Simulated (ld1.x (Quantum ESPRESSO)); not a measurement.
Tb (Z = 65) TM: all-electron and pseudo phase curves

ld1.x (Quantum ESPRESSO) 7.5 input, shortened:

```
&input
   title='Tb', zed=65., rel=1, dft='PZ', iswitch=3,
   config='[Xe] 4f8 5d1 6s1 6p1'
 /
 &inputp
   pseudotype=2, tm=.true., lloc=0,
   nlcc=.true., rcore=2.05
 /
3
6P  2  1   1.00   0.00  3.35  3.35  0.0
5D  3  2   1.00   0.00  2.25  2.25  0.0
6S  1  0   1.00   0.00  2.40  2.40  0.0
 &test
   configts(1)='5d1 6s1 6p1'
 /
```

The phase is arctan(r·u′/u) with u = r·R(r), unwrapped; energies in Ry, scanned from -2 to 5 Ry. A pole is an energy at which the radial function vanishes at the test radius. The pseudo phase is shifted by a multiple of π to meet the all-electron one at the reference energy, and phase errors are pseudo minus all-electron; the curves can meet again beyond the range given. Levels narrower than the energy grid can be missing from the lists of poles.

| channel | radius (bohr) | reference energy (Ry) | poles, all-electron | poles, pseudo | unbroken range about the reference energy with phases within 0.05 rad | phase error 1 Ry above the reference energy (rad) |
| --- | --- | --- | --- | --- | --- | --- |
| s | 3.65 | -0.38 | 0.65 | 0.36, 1.34 | below 0.2 | -0.510 |
| p | 3.65 | -0.15 | 1.53 | 1.36 | -2.0 to 2.3 | -0.027 |
| d | 3.65 | -0.27 | 0.01, 3.19 | 0.01, 3.77 | below 0.8 | +0.032 |

Phases in the p channel:

| E (Ry) | all-electron | pseudo |
| --- | --- | --- |
| -2.00 | 1.407 | 1.355 |
| -1.52 | 1.333 | 1.317 |
| -1.04 | 1.260 | 1.251 |
| -0.56 | 1.105 | 1.100 |
| -0.08 | 0.481 | 0.481 |
| 0.40 | -1.049 | -1.078 |
| 0.88 | -1.418 | -1.445 |
| 1.36 | -1.542 | -1.571 |
| 1.84 | -1.616 | -1.652 |
| 2.32 | -1.684 | -1.735 |
| 2.80 | -1.776 | -1.863 |
| 3.28 | -1.992 | -2.206 |
| 3.76 | -3.163 | -3.546 |
| 4.24 | -4.325 | -4.301 |
| 4.72 | -4.534 | -4.491 |
